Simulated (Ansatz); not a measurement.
Consider the hydrogenolysis of a C–C bond: `NBCCN` + H₂ → `CBN` + CH₃NH₂.

Gas-phase electronic energies from Ansatz, PBE0-D4/def2-TZVP geometries. CCSD(T)/CBS is the MP2 limit (def2-TZVPP, def2-QZVPP) plus CCSD(T) − MP2 in def2-TZVPP, frozen cores. This one scheme is used for every species. Each species was taken in one conformer, which may not be the lowest.

`NBCCN`:

Z-matrix (Å, degrees):
```
C
B 1 1.576
C 1 1.521 2 111.5
H 1 1.098 2 108.7 3 120.0
H 1 1.099 2 112.1 3 -123.4
N 2 1.391 1 122.2 3 134.7
H 2 1.202 1 120.2 3 -48.1
N 3 1.457 1 109.3 2 -57.1
H 3 1.095 1 109.0 2 60.2
H 3 1.101 1 110.5 2 177.3
H 6 1.005 2 123.1 1 178.7
H 6 1.006 2 123.2 1 -3.1
H 8 1.012 3 111.3 1 178.6
H 8 1.013 3 110.2 1 -62.9
```

H₂:

Cartesian coordinates in Å:
```
H 0.359 -0.093 0.042
H -0.359 0.093 -0.042
```

`CBN`:

```xyz
9

C    -0.066    1.134    0.307
B    -0.357   -0.235   -0.402
N     0.371   -1.385   -0.111
H    -0.963    1.494    0.822
H     0.174    1.904   -0.434
H     0.750    1.099    1.034
H    -1.227   -0.334   -1.225
H     0.200   -2.271   -0.554
H     1.118   -1.407    0.563
```

CH₃NH₂:

Cartesian coordinates in Å:
```
C -0.462 0.294 0.153
N 0.871 -0.254 -0.034
H -1.258 -0.196 -0.426
H -0.459 1.353 -0.116
H -0.733 0.235 1.209
H 1.147 -0.199 -1.006
H 0.893 -1.233 0.220
```

```
species  CCSD(T)/CBS(def2) energy (Eh)
`NBCCN`                     -215.76758
     H₂                       -1.17544
  `CBN`                     -121.21267
 CH₃NH₂                      -95.75281
```

**Question.** Work out ΔE.

**Answer.** ΔE = (-121.21267) + (-95.75281) − (-215.76758) − (-1.17544) = -0.02246 Eh = -14.1 kcal/mol.

Largest T1 diagnostic among the species: 0.011.

The D4 term adds +2.8 kcal/mol with B3LYP and +1.6 kcal/mol with PBE0; it sums over pairs of atoms, weighted by their polarisabilities, and B3LYP, whose exchange is more repulsive, gets the larger term. In def2-TZVPP, CCSD(T) changes the Hartree–Fock value by +5.7 kcal/mol (the triples alone add +1.1 kcal/mol) and MP2 by +6.7 kcal/mol.

B3LYP here is the variant with VWN-RPA as its local correlation; programs differ in this.
